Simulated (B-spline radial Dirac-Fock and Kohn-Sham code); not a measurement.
## Relativistic shifts of the levels of Tm⁴⁴⁺

System: Tm⁴⁴⁺ in the configuration 1s2 2s2 2p6 3s2 3p6 3d7.

Both columns are ΔSCF binding energies of the configuration average from an atomic code on a B-spline grid: non-relativistic Hartree-Fock with a point nucleus, and Dirac-Fock with a finite nucleus and the Coulomb interaction alone, averaged over the two j levels with weights 2j+1.

```
shell  Hartree-Fock (eV)  Dirac-Fock (eV)  shift (eV)  shift (%)
   1s            57897.2          62087.4    +4190.27      +7.24
   2s            11388.9          12512.8    +1123.91      +9.87
   2p            10977.7          11363.4     +385.74      +3.51
   3s             4153.1           4459.4     +306.35      +7.38
   3p             3971.3           4097.7     +126.37      +3.18
   3d             3670.2           3675.6       +5.38      +0.15
```

Relativity binds 1s, 2s, 2p, 3s, 3p, 3d more strongly, among those listed most of all 2s in relative terms.

Values without a named source are computed, but for edge energies of neutral atoms, which are taken from tables.
